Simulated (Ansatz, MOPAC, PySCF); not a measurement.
Complex: H2O (SMILES O) (first 3 atoms) with CH3F (SMILES CF); geometry from B3LYP-D3(BJ)/def2-TZVP, rigid monomers moved along the line of their centres of mass till H3···F5 is 1.80 Å.
(charge 0, multiplicity 1):
```xyz
8

O     -0.12140    -0.06330     0.58278
H      0.00781     0.63656    -0.06439
H     -0.47988     0.37229     1.36722
C      0.45190    -0.31403     3.60878
F     -0.48378     0.62505     3.15006
H     -0.07975    -1.06699     4.18933
H      0.93420    -0.76298     2.74204
H      1.17780     0.20783     4.23133
```

Counterpoise-corrected where a basis set is named; no monomer relaxation.

The state reached by PM6 isn't checked.

Programs: Ansatz (Gaussian orbitals); MOPAC for PM6 (differences of heats of formation); PySCF for the dispersion terms. Values without a source in brackets are computed.

Problem. One of these levels gives -2.50 kcal/mol for the interaction energy. Which one is it?
A) PM6
B) r2SCAN-D4/def2-TZVPPD
C) PBE/def2-TZVPPD
D) B3LYP-D4/def2-TZVPPD

Solution. C, PBE/def2-TZVPPD. The others give 2.42 (PM6), -3.57 (r2SCAN-D4/def2-TZVPPD), -3.12 (B3LYP-D4/def2-TZVPPD)

Ansatz is an electronic-structure program.
